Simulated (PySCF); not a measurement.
Quadrupolar nuclei of `C#C[C@H]1C[CH2][AlH][CH2]1` in NMR

Compound: C₆H₉Al.
Structure used (PBE0-D3(BJ)/def2-SVP), in Å, numbered top down from 1:
```xyz
16
C6H9Al angstrom
C      2.243   -0.628    1.228
C      1.557   -0.370    0.261
C      0.653   -0.001   -0.830
C     -0.595   -0.924   -0.811
C     -1.410   -0.731    0.482
Al    -0.984    1.143    0.925
C      0.207    1.468   -0.616
H      2.877   -0.867    2.062
H      1.189   -0.134   -1.787
H     -0.284   -1.970   -0.963
H     -1.207   -0.645   -1.686
H     -2.475   -0.974    0.340
H     -1.049   -1.406    1.277
H     -1.454    2.080    2.122
H     -0.351    1.815   -1.505
H      1.066    2.142   -0.485
```

Computed at PBE0/pcSseg-1 (PySCF, non-relativistic):

| atom | environment | nucleus | spin I | Q (b) | CQ = χzz (MHz) | η |
| --- | --- | --- | --- | --- | --- | --- |
| Al6 | aluminium bonded to 2 C and H | 27Al | 5/2 | 0.1466 | 50.979 | 0.199 |

Problem. Recover the principal values of the field gradient from CQ = 234.96 MHz × Q × Vzz, η = (Vxx − Vyy)/Vzz and a zero trace.

Solution. The tensor is traceless, so η fixes the two smaller values:

| atom | Vxx (au) | Vyy (au) | Vzz (au) | Vzz (10²¹ V/m²) |
| --- | --- | --- | --- | --- |
| Al6 | -0.593 | -0.887 | 1.480 | 14.38 |

Problem. At 18.8 T, set νQ = 3|CQ|/[2I(2I − 1)] beside the Larmor frequency (|g| × 7.62259 MHz/T × B; g(27Al) = 1.45660), and give PQ = |CQ|√(1 + η²/3).

Solution. 
| atom | PQ (MHz) | νQ (MHz) | ν0 (MHz) | νQ/ν0 |
| --- | --- | --- | --- | --- |
| Al6 | 51.32 | 7.647 | 208.74 | 0.037 |

For Al6: PQ = 50.98 × 1.0066, νQ = 50.98 × 0.1500, ν0 = 11.1031 MHz/T × 18.8 T.

Problem. For half-integer spins with νQ below a tenth of ν0, find the second-order shift of the centre of gravity of the central transition at 18.8, 23.5 and 28.2 T.

Solution. From −(3/40)(PQ/ν0)²[I(I + 1) − 3/4]/[I(2I − 1)]², which goes as 1/B² (ppm):

```csv
site,18.8 T,23.5 T,28.2 T
27Al at Al6,-363,-232,-161
```

Geometry: PBE0-D3(BJ)/def2-SVP, one conformer, isolated molecule. With so small a basis the couplings can be 20 % off.
